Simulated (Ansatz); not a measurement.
Two structures of AlAsH6O2, closed shell, reached by relaxing down either side of one saddle point (PBE0-D4/def2-TZVP). Energies are electronic, without zero-point energy. Ansatz 0.2.0; basis: def2-TZVPP and def2-QZVPP; cores frozen in the correlated methods. Filled d shells of the heavier atoms are correlated. The def2 sets are not built for correlating such inner shells, so the correlated values are less sure here. Extrapolation: Hartree–Fock as exp(−7.88 √X), correlation as X^−2.97. First:

Al1  (-1.036, -0.049, -0.627)
H2  (-0.984, -1.049, -1.854)
O3  (-0.891, 1.644, -0.859)
O4  (-1.836, -0.556, 0.798)
H5  (2.739, -0.164, -0.260)
As6  (1.430, -0.453, 0.438)
H7  (-0.783, 2.028, -1.727)
H8  (-2.182, 0.082, 1.420)
H9  (1.729, 0.326, 1.696)
H10  (1.815, -1.810, 0.975)
(Å)

Second:

Al1  (-0.191, 0.222, 0.226)
H2  (-0.285, -1.435, -1.911)
O3  (-0.347, 1.644, -0.685)
O4  (-1.493, -0.751, 0.705)
H5  (-0.006, -0.831, -2.256)
As6  (2.026, -0.449, 0.895)
H7  (-1.163, 2.000, -1.029)
H8  (-2.411, -0.607, 0.483)
H9  (2.355, 0.987, 1.280)
H10  (1.515, -0.780, 2.291)
(Å)

Which bonds change from the first to the second?

AlH₃O₂ ([OH][AlH][OH]) + AsH₃ → AlAsH₄O₂ ([OH][Al]([OH])[AsH2]) + H₂; bonds formed: H2–H5; dative contacts that become bonds: Al1–As6; bonds broken: Al1–H2, H5–As6.

Give the saddle point's structure and its height above each. (Judge from chemistry; the value comes from the calculation.)

Computed: 37.99 kcal/mol above the first and 41.09 kcal/mol above the second (CCSD(T) at an estimated basis limit (MP2 extrapolated from triple and quadruple zeta, plus CCSD(T) − MP2 in triple zeta)).
```tsv
atom	x (Å)	y (Å)	z (Å)
Al1	-0.6965	0.1198	-0.2923
H2	0.0675	-0.8481	-1.4990
O3	-0.7047	1.7631	-0.7179
O4	-1.9534	-0.8299	0.3342
H5	0.9759	-0.8504	-0.8460
As6	1.5335	-0.2826	0.7492
H7	-1.2192	2.1349	-1.4318
H8	-2.5310	-0.5555	1.0438
H9	2.6717	0.6826	0.8917
H10	1.8563	-1.3337	1.7678
```

The T1 diagnostic stays at or below 0.013.

Labels in which every atom is bracketed show which atoms are joined, not bond orders.

For scale, one of the runs: CCSD(T)/def2-TZVPP, 236 basis functions, launched by `ansatz run in.yaml --threads 8 --pin off --events-out ev --progress --plain --max-ram 19148MiB`. The run took 87 s on 8 CPU threads of an Arm Neoverse V1 (shared host), with 4.3 GiB of host memory at its peak.
